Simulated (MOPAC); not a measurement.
MOPAC input (PM6):

```
PM6 PRECISE GNORM=0.05 LET XYZ UHF MS=0.5 GEO-OK AUX(PRECISION=9) THREADS=1
BiCl2

Bi   -0.25936826 1   -0.14047736 1    0.35475257 1
Cl   -0.27877501 1    1.98066989 1   -0.88423080 1
Cl    1.54510241 1   -1.29480986 1   -0.84779644 1
```

From the output:

```
                                                       MOPAC v23.2.5 Linux

          FINAL HEAT OF FORMATION =        -19.23565 KCAL/MOL =     -80.48198 KJ/MOL

          COSMO AREA              =        128.79 SQUARE ANGSTROMS
          COSMO VOLUME            =        122.90 CUBIC ANGSTROMS

          GRADIENT NORM           =          0.03738          =       0.02158 PER ATOM
          IONIZATION POTENTIAL    =          9.111017 EV
          ALPHA SOMO LUMO (EV)    =         -9.111 -1.623
          BETA  SOMO LUMO (EV)    =        -10.926 -1.816
          NO. OF ALPHA ELECTRONS  =         10
          NO. OF BETA  ELECTRONS  =          9
          MOLECULAR WEIGHT        =        279.8864         POINT GROUP:  C2v

          MOLECULAR DIMENSIONS (Angstroms)

            Atom       Atom       Distance
           Cl     3   Cl     2     3.78632
           Cl     2   Bi     1     1.72051
           Bi     1   Cl     2     0.00000

          SCF CALCULATIONS        =          9

   ATOM   CHEMICAL          X               Y               Z
  NUMBER   SYMBOL      (ANGSTROMS)     (ANGSTROMS)     (ANGSTROMS)

     1      Bi         -0.29310943  *  -0.15875202  *   0.40090225  *
     2      Cl         -0.24684142  *   2.01906398  *  -0.94043392  *
     3      Cl          1.59508815  *  -1.28883537  *  -0.90363897  *

                             CARTESIAN COORDINATES

   1   Bi       -0.293109426    -0.158752018     0.400902253
   2   Cl       -0.246841423     2.019063985    -0.940433923
   3   Cl        1.595088148    -1.288835374    -0.903638968

           Empirical Formula: Bi Cl2  =     3 atoms

      MOLECULAR POINT GROUP   :   C2v

          ALPHA EIGENVALUES
 -26.34121 -26.25415 -19.81506 -13.33856 -12.70016 -12.57127 -11.30357 -11.03513
 -10.92010  -9.11102  -1.62282  -1.56748  90.54359  90.70108  90.83330  90.93801
  91.06624  91.29155  91.29370  91.29509  91.68645  91.72464

           BETA EIGENVALUES
 -26.28061 -26.19454 -19.57032 -13.28490 -12.58387 -11.66217 -11.04859 -11.04139
 -10.92572  -1.81646  -1.35214  -1.29626  90.51370  90.73658  90.79644  90.91727
  91.09404  91.26564  91.34413  91.34997  91.73338  91.76139

              NET ATOMIC CHARGES AND DIPOLE CONTRIBUTIONS

  ATOM NO.   TYPE          CHARGE      No. of ELECS.   s-Pop       p-Pop       d-Pop
    1         Bi           0.627231        4.3728     1.95023     2.42253
    2         Cl          -0.313616        7.3136     1.99425     5.31391     0.00546
    3         Cl          -0.313616        7.3136     1.99425     5.31391     0.00546
 DIPOLE           X         Y         Z       TOTAL
 POINT-CHG.    -2.914    -1.578     3.986     5.183
 HYBRID         0.391     0.212    -0.534     0.695
 SUM           -2.523    -1.367     3.451     4.489

          ATOMIC ORBITAL ELECTRON POPULATIONS

     Atom    s        px        py        pz      x^2-y^2     xz        z^2       yz        xy
    1 Bi   1.95023   0.85946   0.70000   0.86307
    2 Cl   1.99425   1.94994   1.55349   1.81047   0.00187   0.00010   0.00027   0.00290   0.00031
    3 Cl   1.99425   1.66086   1.83467   1.81837   0.00070   0.00212   0.00028   0.00079   0.00156

                    (SZ)    =    0.500000
                    (S**2)  =    0.753023

          ATOMIC ORBITAL SPIN POPULATIONS

    Atom   Total    s     px     py     pz   x^2-y^2  xz     z^2    yz     xy
         Atomic
    1 Bi  0.9742 -0.002  0.425  0.159  0.393
    2 Cl  0.0129  0.000  0.021 -0.018  0.010  0.000  0.000  0.000  0.000  0.000
    3 Cl  0.0129  0.000  0.003 -0.001  0.010  0.000  0.000  0.000  0.000  0.000

 **********************
 *                    *
 * JOB ENDED NORMALLY *
 *                    *
 **********************

 == MOPAC DONE ==
```

The geometry given is a B3LYP-D3(BJ)/def2-TZVP minimum.
